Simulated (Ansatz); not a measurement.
Computed with Ansatz on PBE0-D4/def2-TZVP structures; ΔE is electronic, products minus reactants. CCSD(T)/CBS adds triple-zeta CCSD(T) − MP2 to the extrapolated MP2 energy (def2 sets, frozen cores). This one scheme is used for every species. Functionals use def2-TZVPP. B3LYP here is the variant with VWN-RPA as its local correlation; programs differ in this. One conformer a species, not always the lowest.

Reaction (ligand exchange at the Si–N bond): `BN[SiH](F)F` + `[SiH3]S` → `F[SiH](F)S[SiH3]` + `BN`

```csv
level,ΔE (eV)
B3LYP-D4,-0.08
r2SCAN,-0.11
CCSD/def2-TZVPP,0.02
MP2/def2-QZVPP,-0.07
```

(1) What does CCSD(T)/CBS give? (Best estimate.)

Largest T1 diagnostic among the species: 0.012.

Answers

(1) The calculation gave: -0.04 eV. The listed levels differ from it by -0.04, -0.07, 0.06, -0.03 eV.

In def2-TZVPP, CCSD(T) changes the Hartree–Fock value by −0.13 eV (the triples alone add −0.03 eV) and MP2 by −0.17 eV. From PBE to PBE0 (25 % exact exchange), in def2-TZVPP and without D4, ΔE moves by +0.05 eV. The D4 term adds −0.05 eV with B3LYP and −0.03 eV with PBE0; it sums over pairs of atoms, weighted by their polarisabilities, and B3LYP, whose exchange is more repulsive, gets the larger term.
